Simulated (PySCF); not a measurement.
2,5-dihydro-1H-silole (C4H8Si), SMILES C1C=CC[SiH2]1. Atoms are numbered in the order given.

```xyz
13

C      1.3599     0.0015    -0.6705
C      1.3599     0.0015     0.6705
C      0.0493    -0.0031     1.4144
Si    -1.2239     0.0017     0.0000
C      0.0493    -0.0031    -1.4144
H      2.3020     0.0044    -1.2306
H      2.3020     0.0044     1.2306
H     -0.0440     0.8745     2.0770
H     -0.0421    -0.8877     2.0683
H     -2.0972     1.2161     0.0000
H     -2.1093    -1.2037     0.0000
H     -0.0421    -0.8877    -2.0683
H     -0.0440     0.8745    -2.0770
```

Geometry: PBE0-D3(BJ)/def2-SVP. The values are those of a single conformer.

These are PBE/def2-TZVP run with PySCF values and carry that method's errors.

ESP charges are fitted to the potential on shells at 1.4 to 2.0 van der Waals radii. Atomic charges (e):

```
atom  meta-Löwdin  ESP fit  Mulliken
----  -----------  -------  --------
C1     (withheld)    -0.14     -0.14
C2     (withheld)    -0.14     -0.14
C3     (withheld)    -0.14     -0.26
Si4          0.57     0.22      0.19
C5     (withheld)    -0.14     -0.26
H6           0.12     0.09      0.10
H7           0.12     0.09      0.10
H8     (withheld)     0.08      0.12
H9     (withheld)     0.08      0.12
H10         -0.09    -0.08     -0.03
H11         -0.09    -0.08     -0.03
H12    (withheld)     0.08      0.12
H13    (withheld)     0.08      0.12
```

Task: Complete the blanks. (Estimate from the structure and the level; the computed values follow.)

Result: 
- C1, meta-Löwdin: -0.13
- C2, meta-Löwdin: -0.13
- C3, meta-Löwdin: -0.45
- C5, meta-Löwdin: -0.45
- H8, meta-Löwdin: 0.13
- H9, meta-Löwdin: 0.13
- H12, meta-Löwdin: 0.13
- H13, meta-Löwdin: 0.13

Task: Give the Mayer and Wiberg (Löwdin basis) orders of the bonds. (An estimate is asked for; the answer gives what the named calculation found.)

Result: 
```csv
bond,Mayer,Wiberg
C1–C2,1.91,2.01
C2–C3,1.01,1.26
C3–Si4,1.00,1.09
C1–C5,1.01,1.26
Si4–C5,1.00,1.09
C1–H6,0.94,0.83
C2–H7,0.94,0.83
C3–H8,0.93,0.84
C3–H9,0.93,0.84
Si4–H10,0.94,0.92
Si4–H11,0.94,0.92
C5–H12,0.93,0.84
C5–H13,0.93,0.84
```
